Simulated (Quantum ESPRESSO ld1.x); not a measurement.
Q: These are the eigenvalues of the occupied orbitals of an atom or ion with whole-number occupations (hartree). All-electron calculation, scalar-relativistic Kohn-Sham, LDA (Slater exchange, VWN5 correlation), spin-polarised, spherical densities, point nucleus. Program: ld1.x of Quantum ESPRESSO 7.5.

| orbital | eigenvalue |
|---|---|
| 1s up | -846.296 |
| 1s down | -846.287 |
| 2s up | -123.309 |
| 2s down | -123.290 |
| 2p up | -110.662 |
| 2p down | -110.644 |
| 3s up | -22.5786 |
| 3s down | -22.5599 |
| 3p up | -18.4204 |
| 3p down | -18.4000 |
| 3d up | -11.7481 |
| 3d down | -11.7243 |
| 4s up | -3.70891 |
| 4s down | -3.61851 |
| 4p up | -2.52075 |
| 4p down | -2.43152 |
| 4d up | -0.83113 |
| 4d down | -0.75514 |
| 5d up | -0.15888 |

Which element is it, and in what charge state? The configuration may be excited. Open shells, if any, are filled with parallel spins first.

A: Z = 45, rhodium, charge +1: Rh+ in [Ar] 3d10 4s2 4p5 4d8 5d1. The list shows which subshells hold electrons but not how many an open one holds; the 1s level, -846.3 hartree, gives Z - s = 41.1 by -(Z - s)^2/2, which with screening and relativity narrows Z to a few neighbours, and the depths of the outer levels then fix element, charge and occupations together.
